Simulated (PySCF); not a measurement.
BH₃OS. Atoms are numbered in the order given.

```xyz
6

B     -0.5666    -0.5903     0.0000
H     -1.7473    -0.7336     0.0000
O      0.2071    -1.7066     0.0000
H      1.1586    -1.5457     0.0000
S      0.0259     1.1248     0.0000
H      1.3504     0.8866     0.0000
```
Charge 0, spin multiplicity 1.

Geometry: TPSSh-D3(BJ)/def2-TZVP. The values are those of a single conformer.

Calculation: B3LYP/pcSseg-2 in PySCF.

GIAO shieldings, no solvent; atoms alike by connectivity are averaged. δ = σ(ref) − σ: ¹¹B against BF3 (σ = 86.3 ppm); ¹H against TMS (σ = 31.68 ppm); ¹⁷O against H2O (σ = 325.5 ppm); ³³S against H2S (σ = 688.9 ppm), references at their B3LYP-D3(BJ)/def2-TZVP geometries, non-relativistic.

Computed chemical shifts:
```tsv
nucleus	atoms	count	δ (ppm)
¹¹B	B1	1	36.2
¹H	H2	1	5.48
¹H	H4	1	4.96
¹H	H6	1	1.74
¹⁷O	O3	1	176.2
³³S	S5	1	150.9
```
